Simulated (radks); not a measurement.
Values are calculated unless marked as measured or tabulated.
Ionisation of the palladium ion Pd2+, [Kr] 4d8, to Pd3+, [Kr] 4d7, under several functionals. Scalar-relativistic Kohn-Sham, spin-polarised, spherical densities, finite nucleus; open shells are filled with parallel spins first (spin-orbit coupling, left out, can overturn this in heavy ions); a radial shooting solver on a logarithmic mesh with Libxc functionals.

functional         E(Pd2+) (hartree)  Exc (hartree)  IE (eV)  -e(HOMO) (eV)  <r> HOMO (bohr)  IE error (eV)
BLYP                     -5045.29281     -143.69751   33.215         26.460            1.387         +0.285
XLYP                     -5045.78208     -144.19095   33.252         26.496            1.388         +0.322
exchange-only LDA        -5035.69580     -133.99336   31.845         25.174            1.390         -1.085
OLYP                     -5046.76654     -145.30844   33.293         26.498            1.374         +0.363

NIST Atomic Spectra Database: 32.930 eV (semi-empirical). Closest: BLYP. The Delta-SCF values span 1.45 eV, the total energies 11.07 hartree. The highest occupied level is 4d. Open shells are spherical and high-spin; term and fine-structure splittings are not resolved.
